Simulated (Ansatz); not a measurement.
Consider the formal exchange of groups at a B–Si bond: `NB[SiH2][SeH]` + `NCCO` → `NBCN` + `OC[SiH2][SeH]`.

Calculated with Ansatz (gas phase, PBE0-D4/def2-TZVP geometries, no zero-point term in ΔE). CBS: MP2 limit from def2 TZ/QZ plus the TZ coupled-cluster correction, frozen cores. This one scheme is used for every species. DFT in def2-TZVPP. For Se outer-core shells are correlated without core-valence functions, which leaves a few kJ/mol of doubt a bond. Scalar relativity is left out up to krypton. Each species was taken in one conformer, which may not be the lowest.

```csv
level,ΔE (kJ/mol)
ωB97X-V,-3.4
ωB97M-V,-9.1
HF/def2-QZVPP,-7.6
MP2/def2-QZVPP,-6.6
SCS-MP2/def2-QZVPP,-5.7
HF/CBS(def2),-7.7
MP2/CBS(def2),-7.3
CCSD/CBS(def2),-4.7
```

Question: What does CCSD(T)/CBS give? (Best estimate.)

Answer: Computed: -3.3 kJ/mol. The listed levels differ from it by -0.1, -5.8, -4.3, -3.3, -2.4, -4.4, -4.0, -1.4 kJ/mol.

Largest T1 diagnostic among the species: 0.012.
